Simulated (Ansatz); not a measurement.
The first iterations of a band of C$_{3}$H$_{8}$OSi (13 atoms, charge 0, multiplicity 1).

These are results of Ansatz 0.2.0, RKS BLYP-D4/6-31G*, not measurements.

```json
{
 "movable images": "5",
 "climbing image": "yes",
 "spring": "5.0 eV/Å²",
 "optimiser": "quadratic models (default)",
 "start path": "IDPP",
 "force threshold": "0.05 eV/Å",
 "iteration limit": "60",
 "end points": "relaxed"
}
```

First end point:

```xyz
13
Properties=species:S:1:pos:R:3
C -1.225 -0.688 0.883
C 0.083 -0.955 0.181
O 0.418 -2.289 0.308
C 0.843 -0.046 -0.483
Si 0.458 1.767 -0.692
H -1.139 -0.931 1.956
H -2.020 -1.330 0.466
H -1.533 0.362 0.784
H 1.274 -2.431 -0.155
H 1.776 -0.409 -0.939
H 0.351 2.504 0.612
H 1.564 2.393 -1.483
H -0.829 2.019 -1.424
```

Last end point:

```xyz
13
Properties=species:S:1:pos:R:3
C -1.289 -0.720 0.850
C 0.055 -0.940 0.204
O 0.414 -2.269 0.341
C 0.838 -0.025 -0.427
Si 0.519 1.787 -0.708
H -1.243 -0.994 1.918
H -2.045 -1.374 0.382
H -1.618 0.323 0.764
H 1.291 -2.391 -0.086
H 1.792 -0.401 -0.830
H 0.553 2.123 -2.171
H -0.813 2.207 -0.171
H 1.566 2.639 -0.053
```

| iteration | highest image above the first end (eV) | largest band force component (eV/Å) |
| --- | --- | --- |
| 1 | 0.424 | 1.119 |
| 2 | 0.076 | 0.447 |

**Question.** Does the band converge within its limit, and where does its top end?

**Answer.** The run converged. It ended after 7 iterations with the highest image 0.000 eV above the first end. The highest image is an end point: on this band no image between the ends rises above it. Between wells the path still climbs a hump at image 4, 0.01 eV above the well before it.

The run took 66 s on 2 threads of Arm Neoverse V2, on a shared host, peak memory 0.14 GiB.
